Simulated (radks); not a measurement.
Coulomb parameter of the 5d shell of neutral tantalum in the model configuration [Xe] 4f14 5d1 6s2 6p2, as a second difference U = [E(n + 0.5) + E(n - 0.5) - 2 E(n)] / (0.5)^2 with all orbitals relaxed. "Bare": the charge of the atom changes with n. "Screened": the 6p shell takes up the change at fixed total charge, which measures U(5d,5d) + U(6p,6p) - 2 U(5d,6p). Method: scalar-relativistic Kohn-Sham, PBEsol, spin-unpolarised, spherical densities, finite nucleus; Fermi nuclear charge, rms radius 5.3507 fm; computed with a radial shooting solver on a logarithmic mesh with Libxc functionals.

| case | configuration | E - E(n) (eV) |
|---|---|---|
| start | [Xe] 4f14 5d1 6s2 6p2 | 0.000 |
| bare +0.5 | [Xe] 4f14 5d1.5 6s2 6p2 | -3.447 |
| bare -0.5 | [Xe] 4f14 5d0.5 6s2 6p2 | 5.537 |
| screened +0.5 | [Xe] 4f14 5d1.5 6s2 6p1.5 | -2.602 |
| screened -0.5 | [Xe] 4f14 5d0.5 6s2 6p2.5 | 3.075 |

U(bare) = 8.358 eV, U(screened by 6p) = 1.891 eV, against the Slater integral F0(5d,5d) = 12.723 eV with frozen orbitals. The step up makes a negative ion, whose loosely bound charge lowers the bare value.
